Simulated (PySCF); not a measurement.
## CsF and its ions

RHF-CCSD(T); basis Cs def2-SVP with ECP46, F def2-SVP; scalar-relativistic core potentials; PySCF 2.14. Neutral (RHF): singlet (closed shell), Re = 2.425 Å, ωe = 367 cm⁻¹, De = 4.18 eV.

CsF⁺ (UHF): doublet (π ↑), Re = 3.277 Å, ωe = 95.0 cm⁻¹, De = 0.14 eV to Cs⁺ + F. The energies at the minima are -119.48861 hartree for CsF and -119.20128 for CsF⁺.

(1) Work out the adiabatic ionisation energy, without and with harmonic zero-point energies (1 hartree = 27.2114 eV, 1 eV = 8065.5 cm⁻¹), and the change of the bond length.

Correlated steps freeze 1 core orbital. Weak bonds: CsF⁺. Basis-set superposition, not corrected here, can be much of De in a small basis, most of all at correlated wavefunction levels. These are scalar-relativistic numbers at best; spin–orbit coupling would shift them, the dissociation energy most. For an ion De counts to the pair picked by the measured ionisation energies or electron affinities, which need not be the lowest pair at this level. Where the molecule has an RHF reference, its open-shell atoms are computed with UHF. States were picked by a PBE0 search and need not be the measured ground states.

Neutral and ion stand on different kinds of reference determinant, which adds to the error of the difference.

Results:

(1) At CCSD(T): 0.28733 hartree = 7.819 eV between the minima; the zero-point term (95.0 − 367.0)/2 cm⁻¹ = -0.017 eV makes it 7.802 eV. Re changes by +85.2 pm against the neutral. The electron leaves a π orbital, and the ion is left as a loose complex of an ion and an atom.
